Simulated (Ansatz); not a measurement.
System: H$_{4}$BGeO, charge 0, doublet. H4BGeO (SMILES [O][BH][GeH3], doublet).
B3LYP-D3(BJ)/def2-TZVP minimum from Ansatz (a first-principles code):
```xyz
7

B     -1.4347     0.4454    -0.3296
Ge     0.5284    -0.4043     0.2137
H      0.7042    -1.6726    -0.6409
H      1.6450     0.6087    -0.0523
H      0.4449    -0.7703     1.7067
H     -2.3414    -0.3137    -0.1380
O     -1.2736     1.6073    -0.7584
```
Charge 0, spin multiplicity 2.

Property: atomisation energy (electronic, to ground-state atoms), in kcal/mol. Radicals and triplets start from unrestricted determinants; spin-orbit coupling is neglected. Correlated methods leave the cores frozen (noble-gas shells, and filled d and f shells in the p block). No relativity. CBS(X,Y): correlation extrapolated as X^-3, Hartree-Fock from the larger set. A bracket is a step between two methods taken in the basis named. Double hybrids freeze cores in their MP2 part. For partners of very few electrons the exact lower level stands in for a higher one. The UHF reference of H4BGeO ([O][BH][GeH3], doublet) is spin-contaminated (<S^2> up to 0.04 over the pure value in the sets run).

CCSD(T)/CBS(cc-pVTZ,cc-pVQZ) + [CCSDT(Q) - CCSD(T)]/cc-pVDZ (Ansatz) gives 517.2 kcal/mol.

**Question.** How far off this value is PBE/def2-TZVPD (Ansatz), in which direction, and how far these levels: r2SCAN/def2-TZVPD, B3LYP/def2-TZVPD, PBE0/def2-TZVPD, wB97M-V/def2-TZVPD, B2PLYP/def2-TZVPD, CCSD(T)/CBS(cc-pVTZ,cc-pVQZ)?

**Answer.** PBE gives 528.8 kcal/mol, 11.6 kcal/mol above it. Differences of the others: r2SCAN/def2-TZVPD (Ansatz) 11.1; B3LYP/def2-TZVPD (Ansatz) 1.8; PBE0/def2-TZVPD (Ansatz) -1.1; wB97M-V/def2-TZVPD (Ansatz) 1.8; B2PLYP/def2-TZVPD (Ansatz) -4.3; CCSD(T)/CBS(cc-pVTZ,cc-pVQZ) (Ansatz) -1.4 kcal/mol.
